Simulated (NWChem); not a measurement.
# What each level costs for phosphorus nitride (NP)

SMILES: N#P
```xyz
2

N      0.0000     0.0000     1.0149
P      0.0000     0.0000    -0.4736
```
Charge 0, spin multiplicity 1.

Program: NWChem. Structure: optimised with PBE0/def2-SVP, a minimum by its harmonic frequencies.

Basis set: def2-QZVP (127 functions). Each entry is one whole single-point run; the coupled-cluster runs use the TCE module, and the SCF and DFT modules converge to different thresholds.

The correlated methods keep 6 core orbitals frozen. B3LYP has NWChem's definition, with VWN1-RPA local correlation.

Roughly how much processor time does each of these take, relative to RHF: MP2, B2PLYP, PBE, B3LYP, PBE0, CR-CCSD(T)?

B3LYP about the same, within a factor of 3; PBE0 about the same, within a factor of 3; PBE about the same, within a factor of 3; MP2 about the same, within a factor of 3; B2PLYP about the same, within a factor of 3; CR-CCSD(T) about 20 (rough ratios from shared machines).
